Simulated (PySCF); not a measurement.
Tc, sextet (typed; the unrestricted solution is spin-contaminated) (core potentials on Tc); PySCF with M062X/def2-SVP.

The PySCF input:
```python
from pyscf import gto, scf, dft

mol = gto.Mole()
mol.atom = '''
    Tc    0.000000    0.000000    0.000000
'''
mol.basis = 'def2-svp'
mol.ecp = {'Tc': 'def2-svp'}
mol.charge = 0
mol.spin = 5
mol.verbose = 5
mol.build()

mf = dft.UKS(mol)
mf.xc = 'm062x'
mf.kernel()
```

The log (banner, timings and long lists left out):

```
PySCF version 2.14.0

[INPUT] verbose = 5
[INPUT] max_memory = 4000
[INPUT] num. atoms = 1
[INPUT] num. electrons = 15
[INPUT] charge = 0
[INPUT] spin (= nelec alpha-beta = 2S) = 5
[INPUT] symmetry False subgroup None
[INPUT] Mole.unit = angstrom
[INPUT] Symbol           X                Y                Z      unit          X                Y                Z       unit  Magmom
[...]
[INPUT] ---------------- BASIS SET ----------------
[INPUT] l, kappa, [nprim/nctr], expnt,             c_1 c_2 ...
[INPUT] Tc
[...]
                                5.551327          1.8752000559
                                3.023086          0.23952854431
[...]
                                2.692737          0.76458962802
                                0.94427370692     0.64533225171
                                0.41348148619     0.27195668811
[...]
                                2.015617851       0.21280802536
                                0.8811388724      0.44403309175
                                0.36427094833     0.40796933085
[...]
nuclear repulsion = 0
number of shells = 11
number of NR pGTOs = 57
number of NR cGTOs = 31
basis = def2-svp
ecp = {'Tc': 'def2-svp'}

******** <class 'pyscf.dft.uks.UKS'> ********
method = UKS
initial guess = minao
damping factor = 0
level_shift factor = 0
DIIS = <class 'pyscf.scf.diis.CDIIS'>
diis_start_cycle = 1
diis_space = 8
diis_damp = 0
SCF conv_tol = 1e-09
SCF conv_tol_grad = None
SCF max_cycles = 50
direct_scf = True
direct_scf_tol = 1e-13
number electrons alpha = 10  beta = 5
XC library pyscf.dft.libxc version 7.1.2
    S. Lehtola, C. Steigemann, M. J. T. Oliveira, and M. A. L. Marques,  SoftwareX 7, 1–5 (2018)
XC functionals = m062x
    Y. Zhao and D. G. Truhlar,  Theor. Chem. Acc. 120, 215 (2008)
    Y. Zhao and D. G. Truhlar,  Theor. Chem. Acc. 120, 215 (2008)
radial grids:
    Treutler-Ahlrichs [JCP 102, 346 (1995); DOI:10.1063/1.469408] (M4) radial grids

becke partition: Becke, JCP 88, 2547 (1988); DOI:10.1063/1.454033
pruning grids: <function nwchem_prune>
grids dens level: 3
symmetrized grids: False
atomic radii adjust function: <function treutler_atomic_radii_adjust>
small_rho_cutoff = 0
Set gradient conv threshold to 3.16228e-05
Density of valence part of ANO basis will be used as initial guess for Tc
atom Tc rad-grids = 95, ang-grids = [ 50  50  50  50  50  50  50  50  50  50  50  50  50  50  50  50  50  50
  50  50  50  50  50  50  50  50  50  50  50  86  86  86  86  86  86  86
  86  86  86  86  86  86  86  86  86 350 350 350 350 350 350 350 350 350
 350 434 434 434 434 434 434 434 434 434 434 434 434 434 434 434 434 434
 434 434 434 434 434 350 350 350 350 350 350 350 350 350 350 350 350 350
 350 350 350 350 350]
tot_boxes 729, boxes in each direction [7 7 7]
Padding 2 grids
tot grids = 22176
nelec by numeric integration = [7.00936809 7.00936809]
E1 = -126.52350903355304  E2 = 54.39847151569736  Ecoul = 62.48163299119612  Exc = -8.083161475498763
init E= -72.1250375178557
cond(S) = 121.7775879118545

  alpha mo_energy =
[-3.18753499 -2.1083247  -2.1083247  -2.1083247  -0.49235351 -0.49235351
 -0.49235351 -0.49235351 -0.49235351 -0.30749504 -0.17730893 -0.17730893
 -0.17730893 -0.05789813  0.07976344  0.07976344  0.07976344  0.17171369
  0.17171369  0.17171369  0.17171369  0.17171369  1.32228172  1.38228544
  1.38228544  1.38228544  1.38228544  1.38228544  1.38228544  1.38228544
 41.90352573]
  beta  mo_energy =
[-3.18753499 -2.1083247  -2.1083247  -2.1083247  -0.49235351 -0.49235351
 -0.49235351 -0.49235351 -0.49235351 -0.30749504 -0.17730893 -0.17730893
 -0.17730893 -0.05789813  0.07976344  0.07976344  0.07976344  0.17171369
  0.17171369  0.17171369  0.17171369  0.17171369  1.32228172  1.38228544
  1.38228544  1.38228544  1.38228544  1.38228544  1.38228544  1.38228544
 41.90352573]
multiplicity <S^2> = 8.75  2S+1 = 6
nelec by numeric integration = [10.  5.]
E1 = -140.3110453849983  E2 = 59.76568964654235  Ecoul = 68.80199806701086  Exc = -9.036308420468508
cycle= 1 E= -80.545355738456  delta_E= -8.42  |g|= 0.234  |ddm|= 2.08
  alpha mo_energy =
[-2.84376805e+00 -1.79096176e+00 -1.76714181e+00 -1.73621485e+00
 -2.55510744e-01 -2.53721332e-01 -2.39819882e-01 -2.29339132e-01
 -2.10995136e-01 -1.89050903e-01  1.56407531e-02  2.00832240e-02
  2.56014069e-02  1.51726036e-01  3.22350539e-01  3.32135166e-01
  3.45175972e-01  4.28311445e-01  4.28851385e-01  4.36243092e-01
  4.41846214e-01  4.48700257e-01  1.66137996e+00  1.69645664e+00
  1.69663997e+00  1.70746633e+00  1.70915663e+00  1.72827297e+00
  1.74021245e+00  1.74425090e+00  4.24732161e+01]
  beta  mo_energy =
[-2.71758523e+00 -1.61131067e+00 -1.61092897e+00 -1.61026571e+00
 -1.51256003e-01 -9.38197876e-02  1.07086655e-02  1.25061282e-02
  1.30266229e-02  1.50472735e-02  4.10573714e-02  4.60781086e-02
  5.76639867e-02  2.12711250e-01  3.28103188e-01  3.33929014e-01
  3.39491297e-01  4.23421912e-01  4.40824697e-01  4.43696107e-01
  4.68994164e-01  4.69722591e-01  1.72154400e+00  1.81264492e+00
  1.81318743e+00  1.81409491e+00  1.82326155e+00  1.82892385e+00
  1.83095330e+00  1.83146122e+00  4.24165481e+01]
multiplicity <S^2> = 8.75504  2S+1 = 6.0016798
nelec by numeric integration = [10.  5.]
E1 = -138.41418830677912  E2 = 57.857820362444045  Ecoul = 66.61484723628816  Exc = -8.757026873844115
cycle= 2 E= -80.5563679443351  delta_E= -0.011  |g|= 0.134  |ddm|= 0.517
  alpha mo_energy =
[-2.96022070e+00 -1.89242080e+00 -1.87354461e+00 -1.84808867e+00
 -3.26161320e-01 -3.24523527e-01 -3.15042966e-01 -3.05857959e-01
 -2.86867364e-01 -2.18731113e-01  3.92219047e-03  9.03764209e-03
  1.17625224e-02  1.39013496e-01  2.95072426e-01  3.03881165e-01
  3.11008025e-01  3.95537524e-01  3.96203063e-01  4.00595273e-01
  4.05338756e-01  4.11834265e-01  1.59216507e+00  1.62601791e+00
  1.62623801e+00  1.63267987e+00  1.63413103e+00  1.64985945e+00
  1.65956581e+00  1.66308762e+00  4.23187866e+01]
  beta  mo_energy =
[-2.83679192e+00 -1.72466323e+00 -1.71985979e+00 -1.71893596e+00
[...]
 -4.07092620e-03  1.10432292e-01  2.29820407e-01  2.86281631e-01
  2.89316273e-01  3.60632974e-01  3.66262944e-01  4.06015404e-01
  4.06044510e-01  4.11269431e-01  1.61704710e+00  1.70357238e+00
  1.70380000e+00  1.70438886e+00  1.71474195e+00  1.71476941e+00
  1.71757507e+00  1.71780691e+00  4.22235931e+01]
multiplicity <S^2> = 8.7564318  2S+1 = 6.0021436
nelec by numeric integration = [10.  5.]
E1 = -138.29680678980029  E2 = 57.71985610224486  Ecoul = 66.50044690073092  Exc = -8.780590798486056
cycle= 46 E= -80.5769506875554  delta_E= -0.000644  |g|= 0.0275  |ddm|= 0.0822
  alpha mo_energy =
[-2.99781031e+00 -1.91666660e+00 -1.91300003e+00 -1.89869473e+00
 -3.47855179e-01 -3.46418784e-01 -3.46060428e-01 -3.45471254e-01
 -3.36672015e-01 -2.27781973e-01 -4.21161621e-03  4.47828664e-04
  2.02581982e-03  1.18289395e-01  2.81062244e-01  2.86048405e-01
  2.88793993e-01  3.85641607e-01  3.86957084e-01  3.88191614e-01
  3.88650589e-01  3.91033532e-01  1.56255907e+00  1.60195356e+00
  1.60225545e+00  1.60498088e+00  1.60522966e+00  1.60826996e+00
  1.61047762e+00  1.61305657e+00  4.22993926e+01]
  beta  mo_energy =
[-2.85435529e+00 -1.74297469e+00 -1.73372226e+00 -1.73348887e+00
 -1.99635019e-01 -1.30622915e-01 -7.06089378e-02 -6.31525708e-02
 -3.69163936e-02 -1.70914436e-02 -1.65589910e-02 -5.49192246e-03
 -4.06489410e-03  1.05868011e-01  2.12623523e-01  2.84585135e-01
  2.88294125e-01  3.55912594e-01  3.62617502e-01  3.98198862e-01
  4.09387367e-01  4.09504052e-01  1.61652710e+00  1.70758432e+00
  1.70866341e+00  1.71010728e+00  1.71770283e+00  1.71773052e+00
  1.72228430e+00  1.72264023e+00  4.22289835e+01]
multiplicity <S^2> = 8.7553625  2S+1 = 6.0017872
nelec by numeric integration = [10.  5.]
E1 = -138.2817589326242  E2 = 57.70513522982472  Ecoul = 66.48215951592195  Exc = -8.777024286097234
cycle= 47 E= -80.5766237027995  delta_E= 0.000327  |g|= 0.0315  |ddm|= 0.0506
  alpha mo_energy =
[-2.99444262e+00 -1.91409229e+00 -1.90955516e+00 -1.89474820e+00
 -3.45507221e-01 -3.44251269e-01 -3.43744339e-01 -3.42515329e-01
 -3.33262728e-01 -2.27186430e-01 -3.72004014e-03  7.48029657e-04
  2.76830697e-03  1.19508413e-01  2.82416939e-01  2.86779389e-01
  2.90244629e-01  3.86334621e-01  3.88032047e-01  3.88885885e-01
  3.89499310e-01  3.92317265e-01  1.56491000e+00  1.60447976e+00
  1.60491612e+00  1.60731929e+00  1.60764957e+00  1.61130839e+00
  1.61404913e+00  1.61663470e+00  4.23021805e+01]
  beta  mo_energy =
[-2.85223290e+00 -1.74124565e+00 -1.73166061e+00 -1.73139135e+00
 -2.01070452e-01 -1.38786027e-01 -7.36481400e-02 -6.39184762e-02
 -4.29343276e-02 -1.64946193e-02 -1.57321131e-02 -6.53049181e-03
 -4.65213446e-03  1.03381326e-01  2.05965399e-01  2.82233556e-01
  2.86916050e-01  3.53275914e-01  3.61201398e-01  3.94508391e-01
  4.09694494e-01  4.09806560e-01  1.61737130e+00  1.70954388e+00
  1.71099698e+00  1.71304451e+00  1.71962112e+00  1.71965068e+00
  1.72524676e+00  1.72588685e+00  4.22325333e+01]
multiplicity <S^2> = 8.7549348  2S+1 = 6.0016447
nelec by numeric integration = [10.  5.]
E1 = -138.3349026593151  E2 = 57.759011714233445  Ecoul = 66.54063667283084  Exc = -8.781624958597396
cycle= 48 E= -80.5758909450817  delta_E= 0.000733  |g|= 0.0306  |ddm|= 0.0471
  alpha mo_energy =
[-2.99351299e+00 -1.91360356e+00 -1.90818612e+00 -1.89380503e+00
 -3.45013068e-01 -3.43639834e-01 -3.42942531e-01 -3.41463432e-01
 -3.32269113e-01 -2.26876449e-01 -3.52311377e-03  8.34432025e-04
  3.21992798e-03  1.19878713e-01  2.82652348e-01  2.86934765e-01
  2.91036213e-01  3.86516975e-01  3.88555092e-01  3.89118846e-01
  3.89842188e-01  3.93165751e-01  1.56569094e+00  1.60516079e+00
  1.60576138e+00  1.60791133e+00  1.60840938e+00  1.61221470e+00
  1.61536012e+00  1.61775272e+00  4.23029500e+01]
  beta  mo_energy =
[-2.85155842e+00 -1.74078243e+00 -1.73096712e+00 -1.73068813e+00
 -2.01683813e-01 -1.64558017e-01 -7.68336236e-02 -6.46559606e-02
 -6.14154282e-02 -1.63195626e-02 -1.53056015e-02 -7.16127745e-03
 -4.86072822e-03  1.01476824e-01  1.97648559e-01  2.81157229e-01
  2.86621834e-01  3.48638483e-01  3.56978418e-01  3.66175802e-01
  4.10307067e-01  4.10479307e-01  1.61500000e+00  1.71000612e+00
  1.71175824e+00  1.71350818e+00  1.72059254e+00  1.72063625e+00
  1.72615912e+00  1.72706973e+00  4.22333494e+01]
multiplicity <S^2> = 8.7544494  2S+1 = 6.001483
nelec by numeric integration = [10.  5.]
E1 = -138.18896480187192  E2 = 57.612459313375126  Ecoul = 66.37739449829193  Exc = -8.764935184916812
cycle= 49 E= -80.5765054884968  delta_E= -0.000615  |g|= 0.045  |ddm|= 0.0976
  alpha mo_energy =
[-3.01875191e+00 -1.93566844e+00 -1.93037156e+00 -1.92308088e+00
 -3.64841019e-01 -3.61542043e-01 -3.60791360e-01 -3.59121606e-01
 -3.55240468e-01 -2.32440733e-01 -9.77884078e-03 -2.97655330e-03
 -5.48519455e-04  1.11091443e-01  2.69668220e-01  2.78857576e-01
  2.83347296e-01  3.77814238e-01  3.79688625e-01  3.81592804e-01
  3.83692247e-01  3.84746208e-01  1.54819208e+00  1.58568885e+00
  1.58680955e+00  1.58802185e+00  1.59048811e+00  1.59307735e+00
  1.59429987e+00  1.59451455e+00  4.22798893e+01]
  beta  mo_energy =
[-2.86930656e+00 -1.75691790e+00 -1.74753285e+00 -1.74740826e+00
 -2.57639513e-01 -2.00354202e-01 -9.96171670e-02 -6.98979651e-02
 -5.90296020e-02 -2.67105866e-02 -2.39970092e-02 -5.77386467e-03
 -2.99062001e-03  9.74322942e-02  1.64627572e-01  2.75138808e-01
  2.84641917e-01  2.89672652e-01  3.53865836e-01  3.65608579e-01
  4.03330202e-01  4.03461338e-01  1.59644793e+00  1.69379887e+00
  1.69392181e+00  1.69712559e+00  1.70709954e+00  1.70744816e+00
  1.70863444e+00  1.70877657e+00  4.22056305e+01]
multiplicity <S^2> = 8.8861066  2S+1 = 6.0451986
nelec by numeric integration = [10.  5.]
E1 = -137.7328287034442  E2 = 57.23271928154064  Ecoul = 65.95651711148584  Exc = -8.723797829945195
cycle= 50 E= -80.5001094219036  delta_E= 0.0764  |g|= 0.21  |ddm|= 1.44
SCF not converged.
SCF energy = -80.5001094219036 after 50 cycles  <S^2> = 8.8861066  2S+1 = 6.0451986
```

The run did not converge; its last values are not results.
